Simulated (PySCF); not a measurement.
Work out the structure from these simulated measurements.

Formula: C3H8B2F2.

* 13C NMR: chemical shifts (computed TMS as zero) by class: 26.0 (1 C), 15.4 (2 C) ppm [GIAO KT3/pcSseg-2]
* Triplet: lowest triplet excitation (Tamm–Dancoff): 5.83 eV [TDA CAM-B3LYP/def2-SVPD]
* XPS: B1s 195.9, B1s 199.2, C1s 290.1, C1s 290.2 (×2), F1s 693.3 (×2) eV [ΔSCF SCAN, pcX-2 on the ionised atom, pcseg-1 elsewhere, spin-free X2C]
* UV, strongest line: among the 10 lowest singlet transitions: S8 at 9.15 eV (136 nm, f = 0.137) [TDDFT CAM-B3LYP/def2-SVPD]
* UV, first state: lowest singlet excitation: 6.38 eV (194 nm, f = 0.003) [TDDFT CAM-B3LYP/def2-SVPD]
* Polarisability: 63.8 au [CAM-B3LYP/def2-SVPD]
* Rotational structure: rotational constants A, B, C: 3.516, 1.708, 1.334 GHz [PBE0-D3(BJ)/def2-SVP]

Electronic properties: PySCF, gas phase, density fitting. Levels stand in brackets. One conformer (not necessarily the lowest) at the PBE0-D3(BJ)/def2-SVP geometry, without solvent, vibrations or thermal averaging. NMR values are class means; diastereotopic atoms form classes of their own.

Question: Propose a structure and show how it fits.

Answer: Numbering: `[CH3:1][B:2]([CH3:3])[CH2:4][B:5]([F:6])[F:7]`. 3 carbons fall into 2 classes; from least to most shielded: sp3 carbon bound to boron [C4] (26.0 ppm), sp3 carbon bound to boron [C1/C3] (15.4 ppm, 2 C). The core levels belong to: B1s 195.9 eV, three-coordinate boron [B2]; B1s 199.2 eV, three-coordinate boron [B5]; C1s 290.1 eV, sp3 carbon bound to boron [C4]; C1s 290.2 eV, sp3 carbon bound to boron [C1/C3]; F1s 693.3 eV, boron-bound fluorine [F6/F7]. One atom of each topological class was ionised and stands for its class. The optimised geometry has point group C1 and is an asymmetric top. Structure: `CB(C)CB(F)F`. The assignments are read from this structure; whether some other isomer fits the data as well wasn't checked.

Conformer computed: `[CH3:1][B:2]([CH3:3])[CH2:4][B:5]([F:6])[F:7]`: C1–B2–C4–B5 95°, B2–C4–B5–F6 -94°.
